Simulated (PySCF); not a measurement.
CH4OSe, SMILES [SeH]OC. Coordinates come from a PBE0-D3(BJ)/def2-TZVP optimisation. The values are those of a single conformer.

Computed equilibrium geometry at PBE0-D3(BJ)/def2-TZVP (PySCF confirms it by a frequency run) as bond lengths and angles (one conformer of several):
Atoms: Se1 H2 O3 C4 H5 H6 H7. Bond lengths (Å): Se1–H2 1.480, Se1–O3 1.793, O3–C4 1.414, C4–H5 1.094, C4–H6 1.092, C4–H7 1.096. Angles (°): H2–Se1–O3 96.6, Se1–O3–C4 114.7, O3–C4–H5 111.9, O3–C4–H6 106.1, O3–C4–H7 111.5, H5–C4–H6 109.4, H5–C4–H7 108.9, H6–C4–H7 109.1.
